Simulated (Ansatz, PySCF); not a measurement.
System: CSi (charge 0, triplet). 
Coordinates optimised at B3LYP-D3(BJ)/def2-TZVP (Ansatz, a first-principles code):
```
Si
C 1 1.7136
```
Charge 0, spin multiplicity 3.

Dipole moments at this geometry, in debye (magnitudes).

```
level                    program  dipole (D)
-----------------------  -------  ----------
PBE/def2-TZVPD            Ansatz        1.67
BP86/def2-TZVPD            PySCF           …
r2SCAN0/def2-TZVPD        Ansatz        1.36
PW6B95/def2-TZVPD          PySCF        1.73
wB97M-V/def2-TZVPD        Ansatz        1.81
CCSD(T)/aug-cc-pV(D+d)Z   Ansatz           …
```

Problem. Some entries are withheld; supply them.

Solution. 
- BP86/def2-TZVPD, dipole (D): 1.69
- CCSD(T)/aug-cc-pV(D+d)Z, dipole (D): 1.54
